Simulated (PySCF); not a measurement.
SMILES C=C[SiH](C)OCC (C5H12OSi) (GFN2-xTB optimised geometry):

```
19

Si    -1.100    -1.257     0.000
C     -1.521    -2.158    -1.611
C     -1.769     0.513     0.000
C     -2.863     0.930     0.618
O      0.526    -1.257     0.000
C      1.402    -0.647     0.907
C      2.783    -0.530     0.281
H     -1.632    -1.954     1.182
H     -2.596    -2.247    -1.719
H     -1.100    -3.157    -1.625
H     -1.142    -1.628    -2.479
H     -1.201     1.246    -0.567
H     -3.203     1.954     0.577
H     -3.474     0.257     1.197
H      1.449    -1.255     1.820
H      1.023     0.345     1.184
H      3.150    -1.516     0.008
H      3.474    -0.073     0.985
H      2.733     0.080    -0.617
```

Computed with PBE0/def2-SVP run with PySCF.

Question: What are the frontier orbital energies and the dipole moment?

Answer: HOMO-2 -8.26 eV, HOMO-1 -7.84 eV, HOMO -7.68 eV, LUMO -0.21 eV, LUMO+1 1.86 eV; dipole moment 0.87 D.

On the same geometry PBE/def2-SVP run with PySCF gives HOMO-2 -6.80 eV, HOMO-1 -6.57 eV, HOMO -6.18 eV, LUMO -1.20 eV, LUMO+1 0.95 eV; dipole moment 0.76 D.

Meta-Löwdin charges at PBE0/def2-SVP: Si1 0.96, C2 -0.56, C3 -0.35, C4 -0.19, O5 -0.61, C6 0.05, C7 -0.30, H8 -0.14, H9 0.11, H10 0.12, H11 0.12, H12 0.11, H13 0.11, H14 0.10, H15 0.09, H16 0.08, H17 0.11, H18 0.10, H19 0.10.
